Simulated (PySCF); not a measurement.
# ZrHCl + H₂O → HZr(OH) + HCl

Level: PBE0 in the def2-TZVP basis family, computed in PySCF with density fitting; scalar-relativistic core potentials for atoms from Rb on, none lighter, no spin–orbit coupling; open shells unrestricted.

| species | state and structure | ZPE (kJ/mol) | H(298 K) − H(0) (kJ/mol) | S° (J/(mol K)) |
| --- | --- | --- | --- | --- |
| ZrHCl | triplet, Cs, Zr–Cl 2.336 Å, Zr–H 1.862 Å; Cl–Zr–H 123.0° | 14.3 | 11.7 | 280.6 |
| H₂O | singlet, C2v, O–H 0.960 Å (×2); H–O–H 105.1° | 56.5 | 9.9 | 188.7 |
| HZr(OH) | triplet, Cs, O–H 0.956 Å, Zr–H 1.882 Å, Zr–O 1.910 Å; H–O–Zr 149.1°, H–Zr–O 123.9° | 43.9 | 13.0 | 278.3 |
| HCl | singlet, C∞v, H–Cl 1.279 Å | 17.9 | 8.7 | 186.6 |

Is the gas-phase reaction uphill or downhill in electronic energy at this level, and by how much?

At PBE0/def2-TZVP, ΔE = 36.4 kJ/mol, uphill. 

Add zero-point, thermal and entropy terms for 298.15 K and 1 bar.

ΔZPE = -9.0 and Δ[H(298) − H(0)] = 0.1 kJ/mol give ΔH° = 27.5 kJ/mol. ΔS° = -4.4 J/(mol K), so ΔG° = 27.5 − 298.15 × (-0.0044) = 29 kJ/mol and log₁₀K = -5.0.

Open d or f shells are single determinants, so the state found may not be the ground state. Each species is the lowest minimum found with this bonding; other isomers or fragments can lie lower.
